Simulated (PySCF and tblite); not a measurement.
The numbers below are computed, except where a source is named.
C₆H₉F₃, numbered as in [F:1][C@@H:2]1[CH2:3][CH2:4][C@@H:5]([F:6])[C@H:7]([F:8])[CH2:9]1.

The ensemble was built from 60 distance-geometry starts (ETKDG, MMFF94s, GFN2-xTB) and rests on GFN2-xTB geometries. Energies: PBE0-D3(BJ)/pcSseg-1, with GFN2-xTB thermal terms (modes under about 100 cm⁻¹ blended into free rotors). Symmetry numbers and mirror images are counted. Conformers within 2.5 kcal/mol (GFN2-xTB free energy) were kept, 3 at most. Run with PySCF (density fitting) and tblite.

Rotational constants are equilibrium values for the commonest isotopes; dipoles come from the energy level named.

The 6-ring runs over atoms 2–3–4–5–7–9.

```csv
conformer,shape,symmetry,weight %
1,"6-ring chair (F1, F6, F8 axial)",C1,84.2
2,6-ring chair (all substituents equatorial),C1,15.8
3,"6-ring twist-boat (ring torsions -66, 40, 21, -60, 34, 26°)",C1,0.0
```

Sets of constants, in random order:

```csv
set,A (MHz),B (MHz),C (MHz),abs μa (D),abs μb (D),abs μc (D)
P,2556,1178,853,1.19,1.48,0.37
Q,2146,1558,1222,0.66,1.11,1.08
R,2334,1286,930,0.80,0.72,0.27
```

Question: Match each set to its conformer.

Answer: P is conformer 2, Q is conformer 1, R is conformer 3.

The cap on conformers cut off some of the population, so the set may be incomplete.


Conformer gaps in pcSseg-1 on xTB geometries can be 2 kcal/mol off for S=O, P=O and other polar bonds.